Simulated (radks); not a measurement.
Co VII, configuration [Ar] 3d3. Calculated with a radial shooting solver on a logarithmic mesh with Libxc functionals: scalar-relativistic Kohn-Sham, LB94 model potential, spin-polarised, spherical densities, finite nucleus; open shells are filled with parallel spins first; Fermi nuclear charge, rms radius 3.7875 fm.

Unscreened Slater integrals over Kohn-Sham orbitals (eV). They are taken over the spin-up orbitals.

F0(3d,3d): 31.662
F2(3d,3d): 15.348
F4(3d,3d): 9.6950
F0(3d,3p): 31.768
F2(3d,3p): 15.414
G1(3d,3p): 18.672
G3(3d,3p): 11.616
F0(3d,3s): 32.160
G2(3d,3s): 14.369
F0(3d,2p): 42.531
F2(3d,2p): 9.3605
G1(3d,2p): 7.3811
G3(3d,2p): 4.2061
F0(3p,3p): 32.175
F2(3p,3p): 16.215
F0(3p,3s): 32.545
G1(3p,3s): 21.620
F0(3p,2p): 43.456
F2(3p,2p): 9.0250
G0(3p,2p): 3.5255
G2(3p,2p): 3.7178
F0(3s,3s): 32.958
F0(3s,2p): 43.698
G1(3s,2p): 3.6876
F0(2p,2p): 110.97
F2(2p,2p): 52.287

Derived for the open shells (J is the average intra-shell exchange parameter used in DFT+U). 3d: Racah B = F2/49 - 5 F4/441 = 0.2033 eV, C = 35 F4/441 = 0.7694 eV, C/B = 3.78, F4/F2 = 0.632, J = (F2 + F4)/14 = 1.789 eV.
